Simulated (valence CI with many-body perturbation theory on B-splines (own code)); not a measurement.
**Energy levels of Zr XXXVI**

Calculated by configuration interaction combined with many-body perturbation theory (CI+MBPT): three valence electrons over a frozen Dirac-Fock core [He], a basis of 11 s, 11 p, 9 d, 7 f, 5 g, 2 h, 1 i functions for each j, with the one-electron correlation potential Σ1, the two-electron term Σ2, the three-electron term Σ3, Breit, model QED; selected CI, second order for the rest (own B-spline code, finite nucleus).

No measured spectrum was set against this ion. As an estimate, large intervals hold to a few tenths of a per cent, small ones and those within an open d or f shell to about a per cent.

Levels 46 to 90 of 97, with energies above the lowest level, (2s^2 2p1/2) J=1/2. "Leading %" is the weight of the configuration and term that name the level; weights of strongly mixed levels are sums over their largest components and can fall short. In the jj column 3d3/2^4 stands for four electrons in 3d with j = 3/2. Lifetimes count E1, E2, E3, M1 and M2 decay at the calculated energies, and are blank where another channel may lead or the interval is too uncertain; long ones can be off by a factor of two.

```tsv
No.	Configuration	Term	J	E (eV)	Leading %	Leading jj	Lifetime
46	2s2p3p	⁴D	7/2	2888.0	100	2s 2p3/2 3p3/2 (100 %)	12.9 ps
47	2s2p3p	²P	3/2	2891.5	48	2s 2p3/2 3p3/2 (96 %)	30.7 fs
48	2s2p3p	²D	5/2	2901.6	52	2s 2p3/2 3p3/2 (96 %)	28.1 fs
49	2p²3p	⁴D°	1/2	2901.9	43	2p1/2^2 3p1/2 (92 %)	41.6 fs
50	2s2p3p	²S	1/2	2903.9	55	2s 2p3/2 3p3/2 (94 %)	20.8 fs
51	2s2p3p	²P	1/2	2916.6	61	2s 2p3/2 3p1/2 (91 %)	33.3 fs
52	2s2p3p	²D	3/2	2917.8	67	2s 2p3/2 3p1/2 (92 %)	73.3 fs
53	2s2p3d	⁴F°	9/2	2923.1	100	2s 2p3/2 3d5/2 (100 %)	497 ps
54	2s2p3d	⁴D°	5/2	2924.0	50	2s 2p3/2 3d3/2 (97 %)	7.49 fs
55	2s2p3d	⁴D°	7/2	2924.8	52	2s 2p3/2 3d3/2 (60 %)	8.47 fs
56	2s2p3d	⁴P°	3/2	2926.2	50	2s 2p3/2 3d3/2 (96 %)	6.91 fs
57	2s2p3d	⁴P°	1/2	2927.3	87	2s 2p3/2 3d3/2 (97 %)	7.90 fs
58	2p²3p	⁴D°	3/2	2935.1	29	2p1/2^2 3p3/2 (91 %)	31.0 fs
59	2s2p3d	²D°	5/2	2935.9	45	2s 2p3/2 3d5/2 (98 %)	10.3 fs
60	2s2p3p	²D	5/2	2939.2	77	2s 2p3/2 3p3/2 (86 %)	82.3 fs
61	2s2p3d	²D°	3/2	2940.7	39	2s 2p3/2 3d5/2 (90 %)	11.3 fs
62	2s2p3p	²P	3/2	2943.7	45	2s 2p3/2 3p3/2 (69 %)	63.3 fs
63	2s2p3d	²F°	7/2	2946.3	85	2s 2p3/2 3d5/2 (61 %)	5.96 fs
64	2s2p3p	²S	1/2	2951.3	65	2s 2p3/2 3p3/2 (84 %)	235 fs
65	2s2p3d	²P°	1/2	2952.4	84	2s 2p3/2 3d5/2 (96 %)	7.70 fs
66	2p²3s	⁴P	3/2	2952.6	74	2p1/2 2p3/2 3s (80 %)	72.6 fs
67	2p²3d	⁴F	3/2	2958.7	41	2p1/2^2 3d3/2 (94 %)	53.7 fs
68	2p²3s	²P	1/2	2960.6	61	2p1/2 2p3/2 3s (84 %)	47.2 fs
69	2p²3s	²D	5/2	2964.1	42	2p1/2 2p3/2 3s (79 %)	27.7 fs
70	2p²3s	²D	3/2	2970.6	53	2p1/2 2p3/2 3s (87 %)	45.0 fs
71	2p²3d	²D	5/2	2974.0	23	2p1/2^2 3d5/2 (83 %)	16.3 fs
72	2s2p3d	²F°	5/2	2974.4	69	2s 2p3/2 3d3/2 (87 %)	6.96 fs
73	2s2p3d	²D°	3/2	2976.4	74	2s 2p3/2 3d3/2 (81 %)	6.39 fs
74	2s2p3d	²F°	7/2	2978.3	84	2s 2p3/2 3d5/2 (92 %)	17.5 fs
75	2p²3p	⁴P°	1/2	2979.5	35	2p1/2 2p3/2 3p1/2 (85 %)	22.5 fs
76	2s2p3d	²P°	1/2	2982.3	76	2s 2p3/2 3d3/2 (82 %)	10.2 fs
77	2p²3p	⁴D°	3/2	2984.5	49	2p1/2 2p3/2 3p1/2 (89 %)	42.7 fs
78	2s2p3d	²D°	5/2	2986.0	74	2s 2p3/2 3d5/2 (93 %)	5.99 fs
79	2s2p3d	²P°	3/2	2989.5	83	2s 2p3/2 3d5/2 (85 %)	8.46 fs
80	2p²3p	²F°	5/2	2993.9	37	2p1/2 2p3/2 3p1/2 (87 %)	50.6 fs
81	2p²3p	⁴D°	5/2	3009.6	52	2p1/2 2p3/2 3p3/2 (99 %)	30.8 fs
82	2p²3p	²P°	3/2	3010.2	34	2p1/2 2p3/2 3p1/2 (87 %)	24.5 fs
83	2p²3p	⁴P°	1/2	3012.6	40	2p1/2 2p3/2 3p3/2 (97 %)	28.3 fs
84	2p²3p	²D°	3/2	3017.0	45	2p1/2 2p3/2 3p3/2 (89 %)	26.5 fs
85	2p²3p	²F°	7/2	3021.5	52	2p1/2 2p3/2 3p3/2 (95 %)	36.5 fs
86	2p²3p	²P°	3/2	3028.3	47	2p1/2 2p3/2 3p3/2 (96 %)	25.8 fs
87	2p²3p	²D°	5/2	3034.1	48	2p1/2 2p3/2 3p3/2 (94 %)	28.5 fs
88	2p²3d	⁴F	3/2	3038.3	41	2p1/2 2p3/2 3d3/2 (97 %)	31.6 fs
89	2p²3d	⁴F	5/2	3039.4	53	2p1/2 2p3/2 3d3/2 (95 %)	80.4 fs
90	2p²3d	⁴D	1/2	3040.8	81	2p1/2 2p3/2 3d3/2 (100 %)	62.1 fs
```
